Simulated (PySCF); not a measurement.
**Atomic charges against the basis set**

Species: C₃H₂F₄Si.
Cartesian coordinates in Å at the PBE0-D3(BJ)/def2-SVP level; atoms count from 1:
```
atom  x, y, z in Å
C1     2.630   -0.194    0.198
C2     1.487    0.222    0.207
Si3   -0.228    0.812    0.235
F4    -0.429    2.015   -0.827
C5    -1.378   -0.623   -0.331
F6    -2.658   -0.227   -0.370
F7    -1.300   -1.647    0.532
F8    -1.060   -1.088   -1.543
H9     3.641   -0.561    0.188
H10   -0.653    1.271    1.576
```

PBE0 throughout (PySCF), one geometry, spherical d and f functions. Geometry: PBE0-D3(BJ)/def2-SVP; no solvent, vibrations or thermal averaging. Atoms taken as equivalent share a column and are averaged. The first 7 of 8 kinds of atom are listed.

Mulliken charges (e):

```tsv
basis	functions	C1	C2	Si3	F4	C5	F6/F7/F8	H9
STO-3G	46	-0.126	-0.253	+0.777	-0.231	+0.166	-0.116	+0.120
6-31G	80	-0.260	-0.282	+1.088	-0.435	+0.497	-0.268	+0.289
pcSseg-0	80	-0.318	-0.485	+1.537	-0.468	+0.437	-0.321	+0.305
6-31G*	120	-0.142	-0.203	+0.717	-0.385	+0.703	-0.292	+0.256
cc-pVDZ	126	-0.088	-0.067	+0.628	-0.296	+0.349	-0.169	+0.040
def2-SVP	126	-0.184	-0.057	+0.783	-0.324	+0.347	-0.190	+0.068
aug-cc-pVDZ	206	+1.263	-0.740	+0.493	-0.623	+1.182	-0.454	-0.441
6-311+G(2d,p)	236	-0.246	-0.187	+1.025	-0.439	+0.549	-0.286	+0.176
def2-TZVP	266	-0.125	-0.196	+0.551	-0.302	+0.350	-0.157	+0.198
cc-pVTZ	272	-0.036	-0.251	+0.557	-0.267	+0.324	-0.155	+0.171
IGLO-III	309	-0.190	-0.232	+1.103	-0.482	+0.343	-0.193	+0.172
pcSseg-2	323	+0.060	-0.272	+0.851	-0.401	+0.490	-0.233	+0.076
```

IAO charges (e):

| basis | functions | C1 | C2 | Si3 | F4 | C5 | F6/F7/F8 | H9 |
| --- | --- | --- | --- | --- | --- | --- | --- | --- |
| STO-3G | 46 | -0.133 | -0.328 | +0.970 | -0.351 | +0.213 | -0.143 | +0.161 |
| 6-31G | 80 | -0.116 | -0.343 | +1.081 | -0.490 | +0.480 | -0.252 | +0.217 |
| pcSseg-0 | 80 | -0.105 | -0.356 | +1.101 | -0.481 | +0.470 | -0.250 | +0.208 |
| 6-31G* | 120 | -0.119 | -0.375 | +1.200 | -0.512 | +0.538 | -0.274 | +0.210 |
| cc-pVDZ | 126 | -0.129 | -0.366 | +1.182 | -0.509 | +0.539 | -0.272 | +0.213 |
| def2-SVP | 126 | -0.118 | -0.367 | +1.193 | -0.509 | +0.535 | -0.273 | +0.207 |
| aug-cc-pVDZ | 206 | -0.132 | -0.366 | +1.197 | -0.519 | +0.549 | -0.278 | +0.218 |
| 6-311+G(2d,p) | 236 | -0.130 | -0.376 | +1.227 | -0.523 | +0.541 | -0.279 | +0.218 |
| def2-TZVP | 266 | -0.130 | -0.379 | +1.237 | -0.525 | +0.548 | -0.281 | +0.218 |
| cc-pVTZ | 272 | -0.132 | -0.375 | +1.224 | -0.522 | +0.550 | -0.280 | +0.218 |
| IGLO-III | 309 | -0.131 | -0.378 | +1.235 | -0.525 | +0.544 | -0.280 | +0.219 |
| pcSseg-2 | 323 | -0.129 | -0.379 | +1.235 | -0.525 | +0.547 | -0.281 | +0.218 |

Hirshfeld charges (e):

```
        basis  functions      C1      C2     Si3      F4      C5  F6/F7/F8      H9
       STO-3G         46  -0.084  -0.172  +0.495  -0.149  +0.164    -0.087  +0.079
        6-31G         80  -0.033  -0.165  +0.447  -0.217  +0.170    -0.093  +0.120
     pcSseg-0         80  -0.036  -0.167  +0.477  -0.208  +0.167    -0.098  +0.115
       6-31G*        120  -0.041  -0.157  +0.419  -0.186  +0.159    -0.086  +0.118
      cc-pVDZ        126  -0.044  -0.158  +0.427  -0.181  +0.152    -0.085  +0.113
     def2-SVP        126  -0.041  -0.157  +0.437  -0.183  +0.161    -0.091  +0.113
  aug-cc-pVDZ        206  -0.042  -0.163  +0.457  -0.198  +0.160    -0.093  +0.114
6-311+G(2d,p)        236  -0.040  -0.164  +0.457  -0.198  +0.163    -0.095  +0.115
    def2-TZVP        266  -0.041  -0.160  +0.445  -0.189  +0.160    -0.092  +0.114
      cc-pVTZ        272  -0.043  -0.159  +0.439  -0.187  +0.159    -0.090  +0.114
     IGLO-III        309  -0.044  -0.159  +0.450  -0.189  +0.163    -0.095  +0.114
     pcSseg-2        323  -0.040  -0.162  +0.454  -0.195  +0.160    -0.093  +0.115
```

Some averages cover members that differ in this geometry, most widely: F6/F7/F8, Mulliken in 6-311+G(2d,p) -0.299 to -0.274 e.

Question: Which scheme is steadiest as the basis changes?

Answer: Largest range over the bases for any column: Hirshfeld 0.08 e, IAO 0.34 e, Mulliken 1.58 e. Hirshfeld charges move least and Mulliken charges most, counted in e. Without the minimal STO-3G basis the ranges are Hirshfeld 0.06, IAO 0.16, Mulliken 1.58 e.

Question: How much do the charges still move between the two largest bases, IGLO-III and pcSseg-2?

Answer: At most, over all atoms: Mulliken 0.253 e, IAO 0.003 e, Hirshfeld 0.006 e.

Question: What do the same runs give for the total energy, the frontier levels and the dipole moment?

Answer: 
| basis | energy (Eh) | HOMO (eV) | LUMO (eV) | μ (D) |
| --- | --- | --- | --- | --- |
| STO-3G | -793.2007 | -4.57 | 4.02 | 1.00 |
| 6-31G | -803.5447 | -8.93 | -1.09 | 3.24 |
| pcSseg-0 | -802.2200 | -9.18 | -1.22 | 3.12 |
| 6-31G* | -803.7179 | -8.60 | -0.89 | 2.56 |
| cc-pVDZ | -803.7634 | -8.75 | -1.05 | 2.57 |
| def2-SVP | -803.2598 | -8.87 | -1.12 | 2.68 |
| aug-cc-pVDZ | -803.8091 | -8.95 | -1.37 | 2.73 |
| 6-311+G(2d,p) | -803.9272 | -9.00 | -1.44 | 2.83 |
| def2-TZVP | -803.9869 | -8.95 | -1.34 | 2.73 |
| cc-pVTZ | -803.9577 | -8.90 | -1.25 | 2.63 |
| IGLO-III | -803.9918 | -8.97 | -1.37 | 2.73 |
| pcSseg-2 | -803.9880 | -9.00 | -1.40 | 2.83 |

The dipole is fixed by the density alone, so its range of 2.24 D shows that the density itself changes with the basis, not only its division among atoms.
